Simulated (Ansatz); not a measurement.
The cluster Fe₂S⁺. Total charge 1; doublet. Geometry B3LYP-D4/def2-TZVP, that of the neutral singlet; atoms count from 1.

```xyz
3

Fe   -0.036   -1.172    0.471
Fe   -0.086    0.266   -1.232
S     0.122    0.906    0.761
```

The charge 1 doublet is spin-contaminated (final ⟨S²⟩ up to 3.89, 0.75 for a pure state). The structure comes from a short search, and lower isomers may exist.

**Question.** Estimate the Mulliken populations from the PBE0/def2-TZVP orbitals of Ansatz.

**Answer.** 
| atom | charge (e) | spin (α − β) | d electrons |
| --- | --- | --- | --- |
| Fe1 | 0.64 | -3.13 | 6.63 |
| Fe2 | 0.68 | 3.91 | 6.38 |
| S3 | -0.31 | 0.22 | – |
Mulliken values and Mayer orders depend strongly on the basis.

**Question.** Where does the spin sit?

**Answer.** Summed by element: Fe 0.78, S 0.22, of 1 unpaired in all. Largest on single atoms: Fe2 3.91, Fe1 -3.13, S3 0.22.

**Question.** And the Mayer bond orders between bonded heavy atoms (over 0.3)?

**Answer.** Fe1–Fe2 0.80 (2.23 Å); Fe1–S3 1.16 (2.10 Å); Fe2–S3 1.35 (2.10 Å).
